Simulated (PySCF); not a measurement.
Trends in electronic spectra. Theory: PySCF 2.14.0, density-fitted response routines, TDDFT CAM-B3LYP/def2-SVPD, vertical, gas phase, core orbitals frozen in the response. Geometries: PBE0-D3(BJ)/def2-SVP; one conformer of each isolated species. Triplets are in the Tamm–Dancoff approximation. Atoms past krypton carry core potentials; spin–orbit coupling is left out. Ions are computed without counter-ions or solvent.

Task: Rank by computed LUMO energy, lowest first.
A. `Cc1c([NH3+])cn(n1)C`
B. `[SiH2](PB(C)C)O`
C. `CNCCN`
D. `C[N](C)[W](=[O])(=[O])[N](C)C`
E. `C[AsH]CC(=O)N(C)C`
F. `CC(=O)NB1CCCC1`
G. `F[Te](F)(F)F`

Result: A (-4.09 eV), G (-2.46 eV), D (0.02 eV), B (0.19 eV), F (0.59 eV), E (0.97 eV), C (1.49 eV).

```tsv
SMILES	LUMO (eV)	T1 (eV)	gap (eV)	HOMO (eV)	α (au)	S1 mainly
Cc1nn(C)cc1[NH3+]	-4.09	4.75	8.57	-12.66	76.5	H→L (70%)
F[Te](F)(F)F	-2.46	4.82	9.48	-11.95	39.7	H→L (98%)
C[N](C)[W](=[O])(=[O])[N](C)C	0.02	4.02	8.01	-7.99	114.9	H→L (98%)
CB(C)P[SiH2]O	0.19	–	8.62	-8.43	98.5	H→L (84%)
CC(=O)NB1CCCC1	0.59	4.69	9.64	-9.05	93.5	H→L (79%)
C[AsH]CC(=O)N(C)C	0.97	5.14	8.94	-7.97	105.9	H-2→L+3 (46%)
CNCCN	1.49	–	9.24	-7.75	58.1	H→L (74%)
```

H and L stand for HOMO and LUMO; a dash means that no computed state gives the value.

- `Cc1nn(C)cc1[NH3+]`: Löwdin shares by element: HOMO nitrogen 36% or more, carbon 33% or more (atoms not listed hold the other 30%); LUMO hydrogen 52% or more, nitrogen 21% or more (atoms not listed hold the other 27%).
- `F[Te](F)(F)F`: Löwdin shares by element: HOMO fluorine 63% or more, tellurium 32%; LUMO tellurium 64%, fluorine 30% or more.
- `C[N](C)[W](=[O])(=[O])[N](C)C`: for S1 the Löwdin share of tungsten is at most 5% in HOMO and 55% in LUMO (ligand-to-metal charge transfer by this measure).
- `CB(C)P[SiH2]O`: Löwdin shares by element: HOMO phosphorus 59%, boron 14%, silicon 9%, hydrogen 5% or more; LUMO boron 36%, phosphorus 16%, silicon 11%, carbon 10% or more (atoms not listed hold the other 28%).
- `CC(=O)NB1CCCC1`: Löwdin shares by element: HOMO oxygen 61%, carbon 19% or more, nitrogen 7%; LUMO boron 21%, carbon 21% or more, oxygen 17%, nitrogen 10% (atoms not listed hold the other 31%).
- `C[AsH]CC(=O)N(C)C`: Löwdin shares by element: HOMO arsenic 56%, carbon 20% or more, hydrogen 7% or more (atoms not listed hold the other 17%); LUMO carbon 39% or more, hydrogen 7% or more (atoms not listed hold the other 54%).
- `CNCCN`: Löwdin shares by element: HOMO nitrogen 59%, carbon 19% or more (atoms not listed hold the other 22%); LUMO carbon 38%, hydrogen 11% or more (atoms not listed hold the other 51%).
